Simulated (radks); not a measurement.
Spin polarisation of the 3d5 shell in Mn2+. Start: [Ar] 3d(up 2.5, down 2.5); electrons of 3d are moved from spin down to spin up, other shells keep equal spins. All-electron calculation, scalar-relativistic Kohn-Sham, PBE, spin-polarised, spherical densities, finite nucleus; Fermi nuclear charge, rms radius of each element as measured or else 0.836 A^(1/3) + 0.57 fm. Program: a radial shooting solver on a logarithmic mesh with Libxc functionals.

moment (Bohr magnetons)  E - E(0) (eV)  e(3d up) (eV)  e(3d down) (eV)  3p down minus up (eV)  3s down minus up (eV)
0                                0.000        -24.318          -24.318                  0.000                  0.000
1                               -0.239        -24.763          -23.806                  1.043                  1.062
2                               -0.957        -25.143          -23.228                  2.088                  2.126
3                               -2.155        -25.456          -22.579                  3.137                  3.193
4                               -3.835        -25.700          -21.855                  4.191                  4.264
5                               -6.006        -25.875          -21.019                  5.253                  5.341

At moment 5 the spin-polarisation energy is -6.006 eV and the 3d exchange splitting 4.856 eV, that is 0.971 eV per Bohr magneton; E = -I m^2/4 would give I = 0.961 eV.
